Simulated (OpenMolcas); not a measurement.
**OpenMolcas run: Sm3+**

Sm3+ with 6 ligands (chloride) in octahedral coordination (Oh) at 2.72 Å. A charge of +0.5 e stands 2.8 Å behind each ligand. Ligand basis ANO-RCC-VDZP. With inversion symmetry the input lists one of each pair of outer charges.

Input:

```
&GATEWAY
Coord
7

Sm 0.0 0.0 0.0
Cl 2.720000 0.000000 0.000000
Cl 0.000000 2.720000 0.000000
Cl -2.720000 0.000000 0.000000
Cl 0.000000 -2.720000 0.000000
Cl 0.000000 0.000000 2.720000
Cl 0.000000 0.000000 -2.720000
Basis=Sm.ANO-RCC-VDZP,Cl.ANO-RCC-VDZP
Group=XYZ
NoMove
AngMom=0.0 0.0 0.0
AMFI
RICD
XField
3 Angstrom 0
5.520000 0.000000 0.000000 0.500000
0.000000 5.520000 0.000000 0.500000
0.000000 0.000000 5.520000 0.500000
&SEWARD
&RASSCF
FileOrb=start.orb
Symmetry=2
Spin=6
nActEl=5 0 0
Inactive=42 39
Ras2=0 7
CIRoot=21 21 1
SDav=21
CIMx=300
Iter=150 100
PrWF=0.3
OrbListing=Nothing
MaxOrb=0
LevShft=1.0
>>> COPY $Project.JobIph JOB001
&RASSCF
FileOrb=start.orb
Symmetry=2
Spin=4
nActEl=5 0 0
Inactive=42 39
Ras2=0 7
CIRoot=162 162 1
SDav=224
CIMx=300
Iter=150 100
PrWF=0.3
OrbListing=Nothing
MaxOrb=0
CIOnly
LevShft=1.0
>>> COPY $Project.JobIph JOB002
&RASSCF
FileOrb=start.orb
Symmetry=2
Spin=2
nActEl=5 0 0
Inactive=42 39
Ras2=0 7
CIRoot=162 162 1
SDav=490
CIMx=300
Iter=150 100
PrWF=0.3
OrbListing=Nothing
MaxOrb=0
CIOnly
LevShft=1.0
>>> COPY $Project.JobIph JOB003
&RASSI
NrOfJobIphs=3 21 108 41
1 2 3 4 5 6 7 8 9 10 11 12 13 14 15 16 17 18 19 20 21
1 2 3 4 5 6 7 8 9 10 11 12 13 14 15 16 17 18 19 20 21 22 23 24 25 26 27
28 29 30 31 32 33 34 35 36 37 38 39 40 41 42 43 44 45 46 47 48 49 50 51
52 53 54 55 56 57 58 59 60 61 62 63 64 65 66 67 68 69 70 71 72 73 74 75
76 77 78 79 80 81 82 83 84 85 86 87 88 89 90 91 92 93 94 95 96 97 98 99
100 101 102 103 104 105 106 107 108
1 2 3 4 5 6 7 8 9 10 11 12 13 14 15 16 17 18 19 20 21 22 23 24 25 26 27
28 29 30 31 32 33 34 35 36 37 38 39 40 41
IphNames
JOB001
JOB002
JOB003
EJob
SpinOrbit
DIPRint=1.0
SOCoupling=1000.0
Subsets=2
Property=9
'ANGMOM' 1 'ANGMOM' 2 'ANGMOM' 3 'MLTPL  1' 1 'MLTPL  1' 2 'MLTPL  1' 3
'AMFI' 1 'AMFI' 2 'AMFI' 3
SOProperty=3
'ANGMOM' 1 'ANGMOM' 2 'ANGMOM' 3
```

Launched by
```bash
OMP_NUM_THREADS=1 MOLCAS_MEM=2457 MOLCAS_PROJECT=a pymolcas a.inp > a.log  # once for each step of the input, in one work folder
```

A driver script runs the steps one by one and writes start.orb anew before each from the orbitals found so far, so a CI-only block uses the converged orbitals of the first block.

Output, cut to the results:

```
--- SEWARD ---
Basis set label: SM.ANO-RCC...7S6P4D2F1G.

      Electronic valence basis set:
      ------------------
      Associated Effective Charge  62.000000 au
      Associated Actual Charge     62.000000 au
      Nuclear Model: Point charge

      Shell  nPrim  nBasis  Cartesian Spherical Contaminant
         s      25       7        X
         p      22       6        X
         d      15       4                 X
         f      11       2                 X
         g       4       1                 X
                  Relativistic Douglas-Kroll-Hess integrals:
                    - DKH order of Hamiltonian: 2
                    - DKH order of Properties : 0
                  Atomic mean-field integrals
--- RASSCF ---
Wave function specifications:
      -----------------------------

      Number of closed shell electrons         162
      Number of electrons in active shells       5
      Max number of holes in RAS1 space          0
      Max nr of electrons in RAS3 space          0
      Number of inactive orbitals               81
      Number of active orbitals                  7
      Number of secondary orbitals              88
      Spin quantum number                      2.5
      State symmetry                             2
Orbital specifications:
      -----------------------

      Symmetry species                           1   2
                                                ag  au
      Frozen orbitals                            0   0
      Inactive orbitals                         42  39
      Active orbitals                            0   7
      RAS1 orbitals                              0   0
      RAS2 orbitals                              0   7
      RAS3 orbitals                              0   0
      Secondary orbitals                        48  40
      Deleted orbitals                           0   0
      Number of basis functions                 90  86
      Number of CSFs                            21
      Number of root(s) required                21
      Iter CI   SX   CI       RASSCF       Energy    max ROT     max BLB   max BLB  Level Ln srch  Step   QN
          iter iter root      energy       change     param      element    value   shift minimum  type update
 Nr of preliminary CI iterations:   1
      Total energies have been shifted. Add               -13000.00 au
        1   1    9    0  -184.77156151    0.00E+00  -5.34E-02   11  58 2 -2.15E-01*  1.04   0.00    SX    NO
        2   1   10    0  -185.15227299   -3.81E-01* -4.68E-02   42  45 1  1.31E-01*  0.66   0.00    SX    NO
        3   1   10    0  -185.24637192   -9.41E-02* -2.56E-02   42  45 1  6.92E-02*  0.64   0.00    SX    NO
        4   1   10    0  -185.26353550   -1.72E-02* -1.33E-02   42  45 1  3.45E-02*  0.59   0.00    SX    NO
        5   1   10    0  -185.26808083   -4.55E-03*  1.14E-02   42  45 1  1.87E-02*  0.59   1.91    LS   YES
        6   1   10    0  -185.26941782   -1.34E-03* -4.85E-03   13  61 1 -1.38E-02*  0.59   1.06    QN   YES
        7   1    9    0  -185.26995596   -5.38E-04*  1.02E-03    9  59 2 -3.97E-03*  0.59   0.88    QN   YES
        8   1    8    0  -185.27004314   -8.72E-05*  7.75E-04   17  54 2 -1.21E-03*  0.58   1.39    QN   YES
        9   1    7    0  -185.27005775   -1.46E-05*  2.79E-04   20  57 1 -3.77E-04*  0.58   1.19    QN   YES
       10   1    7    0  -185.27005943   -1.68E-06*  1.43E-04   12  56 2  1.87E-04*  0.58   1.51    LS   YES
       11   1    7    0  -185.27005963   -2.01E-07*  5.43E-05   12  56 2  1.62E-04*  0.58   0.95    QN   YES
       12   1    6    0  -185.27005989   -2.54E-07*  3.35E-05   36  82 1  6.28E-05   0.58   1.62    LS   YES
       13   1    6    0  -185.27005993   -4.36E-08*  1.97E-05   42  45 1 -4.13E-05   0.58   1.00    QN   YES
       14   1    5    0  -185.27005995   -1.54E-08*  1.31E-05   42  45 1 -1.65E-05   0.58   1.50    QN   YES
       15   1    5    0  -185.27005995   -3.19E-09   2.37E-06   19  55 2 -4.15E-06   0.58   1.15    QN   YES
      Convergence after 15 iterations
       16   1    5    0  -185.27005995   -3.62E-10   2.37E-06   17  54 2  2.36E-06   0.58   1.15    QN   YES
      Natural orbitals and occupation numbers for root  1
      sym 2:   0.747953   0.937954   0.314093   1.000000   0.314093   0.937954   0.747953
      Natural orbitals and occupation numbers for root  2
      sym 2:   0.937916   0.937916   1.000000   0.314039   0.748045   0.748045   0.314039
      Natural orbitals and occupation numbers for root  3
...
--- RASSI ---
SPIN-FREE ENERGIES:
  (Shifted by EMIN (a.u.) =     -13185.3011440481)

 SF State       Relative EMIN(au)   Rel lowest level(eV)    D:o, cm**(-1)

     1             0.0000000000        0.0000000000              0.0000
     2             0.0000000000        0.0000000000              0.0000
     3             0.0000000000        0.0000000000              0.0000
     4             0.0003771793        0.0102635704             82.7813
     5             0.0003771793        0.0102635704             82.7813
     6             0.0006526628        0.0177598594            143.2429
     7             0.0006526628        0.0177598594            143.2429
     8             0.0006526628        0.0177598594            143.2429
     9             0.0015969070        0.0434540542            350.4806
    10             0.0015969070        0.0434540542            350.4806
    11             0.0015969070        0.0434540542            350.4806
    12             0.0309496844        0.8421838164           6792.6706
    13             0.0309496844        0.8421838164           6792.6706
    14             0.0309496844        0.8421838164           6792.6706
    15             0.0310548908        0.8450466285           6815.7607
    16             0.0312883737        0.8514000216           6867.0043
    17             0.0312883737        0.8514000216           6867.0043
    18             0.0312883737        0.8514000216           6867.0043
    22             0.1010888306        2.7507672155          22186.4338
    23             0.1011320930        2.7519444440          22195.9288
    24             0.1011320930        2.7519444440          22195.9288
    25             0.1011320930        2.7519444440          22195.9288
    26             0.1012516705        2.7551983144          22222.1731
    27             0.1012516705        2.7551983144          22222.1731
    28             0.1012516705        2.7551983144          22222.1731
...
```

Spin-orbit levels above the lowest (labels of O, the rotations of Oh):

| E (cm-1) | Degeneracy | Label | 2S+1 | J | |mJ| (%) | g |
| --- | --- | --- | --- | --- | --- | --- |
| 0.0 | 2 | Γ7 | 6 | 2.51 | 3/2 (83) | 0.26 0.26 0.26 |
| 87.1 | 4 | Γ8 | 6 | 2.52 | 1/2 (50) |  |
| 1074 | 2 | Γ6 | 6 | 3.51 | 1/2 (58) | 2.04 2.04 2.04 |
| 1144 | 2 | Γ7 | 6 | 3.51 | 5/2 (75) | 2.26 2.26 2.26 |
| 1167 | 4 | Γ8 | 6 | 3.51 | 3/2 (37) |  |
| 2356 | 2 | Γ6 | 6 | 4.50 | 1/2 (58) | 4.03 4.03 4.03 |
| 2425 | 4 | Γ8 | 6 | 4.51 | 3/2 (48) |  |
| 2447 | 4 | Γ8 | 6 | 4.51 | 5/2 (48) |  |
| 3823 | 4 | Γ8 | 6 | 5.50 | 3/2 (26) |  |
| 3859 | 2 | Γ6 | 6 | 5.51 | 7/2 (73) | 4.32 4.32 4.32 |
| 3862 | 4 | Γ8 | 6 | 5.51 | 5/2 (35) |  |
| 3881 | 2 | Γ7 | 6 | 5.51 | 3/2 (46) | 4.40 4.40 4.40 |
| 5348 | 2 | Γ6 | 6 | 6.51 | 9/2 (69) | 6.30 6.30 6.30 |
| 5352 | 4 | Γ8 | 6 | 6.51 | 7/2 (34) |  |
| 5357 | 2 | Γ7 | 6 | 6.50 | 11/2 (44) | 4.20 4.20 4.20 |
| 5419 | 2 | Γ7 | 6 | 6.51 | 3/2 (44) | 5.03 5.03 5.03 |
| 5421 | 4 | Γ8 | 6 | 6.51 | 1/2 (41) |  |
| 6867 | 4 | Γ8 | 6 | 7.50 | 9/2 (39) |  |
| 6909 | 4 | Γ8 | 6 | 7.50 | 7/2 (39) |  |
| 7028 | 2 | Γ7 | 6 | 7.50 | 13/2 (40) | 7.55 7.55 7.55 |

High states are left out of the spin-orbit mixing, which shifts the levels that they would mix with. Without dynamic correlation the ligand-field splitting of an f shell can come out too small, at times by half. The first state left out of the spin-orbit step lies near 38000 cm-1 above the lowest spin-free state of the reference (among the parities and spins computed), and the lists stop at four fifths of that energy or lower. No measured value stands beside these numbers; the geometry was imposed, not optimised, and the real ion may take another.

The RASSCF and RASSI steps took 110 s on 1 thread of Arm Neoverse V2, on a shared host; the integral step is not counted.
